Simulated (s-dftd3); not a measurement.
hydrogen peroxide (H2O2), singlet, at a GFN2-xTB geometry; D3(bj) for wb97x in s-dftd3.

s-dftd3 was given this input:
```
$ s-dftd3 mol.xyz --bj wb97x --json dftd3.json --noedisp --grad

# file mol.xyz
4

O     -0.02311961     0.70996455    -0.01256427
O      0.02311961    -0.70996455     0.01256427
H      0.91389752     0.94248526    -0.03262698
H     -0.91389752    -0.94248526     0.03262698
```

Question: What does s-dftd3 print? Leave out banner, timings and long lists.

Answer: 
```
-----------------------------------
 s i m p l e   D F T - D 3  v1.4.0
-----------------------------------

Rational (Becke-Johnson) damping: wb97x-D3(BJ)
---------------------
  s6         1.0000
  s8         0.2641
  s9         0.0000
  a1         0.0000
  a2         5.4959
 alp        14.0000
--------------------

Dispersion energy:      -1.3895825297363E-03 Eh

Gradient norm:           8.2287139861952E-05 Eh/a0
--------------------------------------------------
     #    Z           dE/dx      dE/dy      dE/dz
--------------------------------------------------
     1    8 O     1.376E-05  1.782E-05 -5.575E-07
     2    8 O    -1.376E-05 -1.782E-05  5.575E-07
     3    1 H     3.138E-05  4.350E-05 -1.323E-06
     4    1 H    -3.138E-05 -4.350E-05  1.323E-06
--------------------------------------------------

Virial:
--------------------------------------------------
      component           x          y          z
--------------------------------------------------
          x       1.072E-04  1.487E-04 -4.523E-06
          y       1.487E-04  2.028E-04 -6.210E-06
          z      -4.523E-06 -6.210E-06  1.897E-07
--------------------------------------------------

[Info] JSON dump of results written to 'dftd3.json'
```
